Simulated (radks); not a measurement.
Values are calculated unless marked as measured or tabulated.
Gd2+, configuration [Xe] 4f7 5d1.

Level of theory: Dirac Kohn-Sham, PBEsol, spin-unpolarised, spherical densities, finite nucleus; open shells are shared between the two j in proportion to 2j + 1; Fermi nuclear charge, rms radius 5.1569 fm (a radial shooting solver on a logarithmic mesh with Libxc functionals).

Energy parts (eV):
part                      energy
total                 -306799.94
kinetic                334478.42
electron-nucleus      -752880.07
Hartree                118284.43
exchange-correlation    -6682.72

Orbitals (lengths in bohr, moments of r in powers of bohr):
orbital  occ.  eigenvalue (eV)      <r^4>      <r^2>      <r>  small-component weight
1s1/2       2        -50035.37  1.143e-06  0.0006553  0.02191                5.68e-02
2s1/2       2        -8269.468  0.0001811    0.01022  0.09278                1.25e-02
2p1/2       2        -7854.463  0.0001120   0.007420  0.07747                1.26e-02
2p3/2       4        -7159.066  0.0001470   0.008654  0.08431                1.17e-02
3s1/2       2        -1843.743   0.007041    0.06822   0.2441                3.97e-03
3p1/2       2        -1663.651   0.006399    0.06353   0.2337                3.91e-03
3p3/2       4        -1521.029   0.007846    0.07061   0.2468                3.66e-03
3d3/2       4        -1209.501   0.005679    0.05636   0.2188                3.54e-03
3d5/2       6        -1178.416   0.006049    0.05834   0.2229                3.46e-03
4s1/2       2        -382.1157     0.1735     0.3453   0.5529                1.27e-03
4p1/2       2        -311.9928     0.1974     0.3632   0.5648                1.19e-03
4p3/2       4        -280.1830     0.2419     0.4020   0.5944                1.10e-03
4d3/2       4        -164.5510     0.3458     0.4609   0.6301                9.33e-04
4d5/2       6        -158.7994     0.3694     0.4762   0.6406                9.08e-04
4f5/2       3         -22.8957      2.490     0.9536   0.8547                5.38e-04
4f7/2       4         -22.1375      2.673     0.9833   0.8668                5.28e-04
5s1/2       2         -63.4416      5.879      1.994    1.332                2.72e-04
5p1/2       2         -44.0848      9.685      2.511    1.488                2.17e-04
5p3/2       4         -39.6808      12.33      2.830    1.580                1.93e-04
5d3/2     0.4         -15.3503      69.81      6.323    2.327                8.80e-05
5d5/2     0.6         -14.9848      75.54      6.582    2.375                8.44e-05

The highest occupied level is 5d5/2 at -14.985 eV. The density falls to 0.001 e/bohr^3 at r = 3.69 bohr.
